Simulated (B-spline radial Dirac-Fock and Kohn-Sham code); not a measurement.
## Dipole and non-dipole photoemission parameters of Er 3d5/2

System: atomic erbium, [Xe] 4f12 6s2; threshold 1409.0 eV (tabulated edge). The computed values come from a radial atomic solver: Dirac-Hartree-Slater photoionisation with a Latter tail; cross sections with all multipoles, angular parameters from the dipole term and its interference with E2.

The run's input, task.json:

```json
{"items": [{
  "Z": 68,
  "q": 0,
  "cfg": [[1, 0, 2], [2, 0, 2], [2, 1, 6], [3, 0, 2], [3, 1, 6], [3, 2, 10], [4, 0, 2], [4, 1, 6], [4, 2, 10], [4, 3, 12], [5, 0, 2], [5, 1, 6], [6, 0, 2]],
  "A": 166,
  "rrms": 5.2516,
  "do": "xps",
  "hv": [54.1, 64.1, 71.0, 77.5, 80, 81.2, 89.2, 99.1, 100, 108.0, 150, 254.0, 306.0, 459.0, 525.0, 738.0, 936.0, 1000, 1020.0, 1486.9, 1910.0, 2984.4, 5414.7, 5850.0, 6000, 6110.0, 8460.0, 10800.0, 12100.0, 13100.0],
  "edges": {"K": 57486.0, "L1": 9751.0, "L2": 9264.0, "L3": 8358.0, "M1": 2206.0, "M2": 2006.0, "M3": 1812.0, "M4": 1453.0, "M5": 1409.0, "N1": 449.8, "N2": 366.2, "N3": 320.2, "N4": 167.6, "N5": 167.6}
}]}
```

Launch: `python xray2_run.py task.json out`

For linearly polarised light dσ/dΩ = σ/(4π) [1 + β P₂(cos θ) + (δ + γ cos²θ) sin θ cos φ], with θ from the polarisation vector and φ the angle between the beam and the projection of the electron momentum on the plane normal to the polarisation.

```tsv
hν (eV)	σ (kb)	β	γ	δ
1486.9	816	0.421	-0.038	-0.001
1910	431	0.872	-0.172	0.002
2984.4	126	1.199	0.137	0.056
5414.7	20.0	1.180	0.823	0.120
5850	15.6	1.162	0.915	0.131
6000	14.3	1.155	0.945	0.135
6110	?	?	?	?
8460	4.48	1.045	1.346	0.194
10800	1.90	0.952	1.608	0.250
12100	1.26	0.907	1.724	0.281
13100	0.944	0.875	1.803	0.304
```

Question: Give the values at 6110 eV.

Answer: σ = 13.5 kb, β = 1.150, γ = 0.966, δ = 0.137.
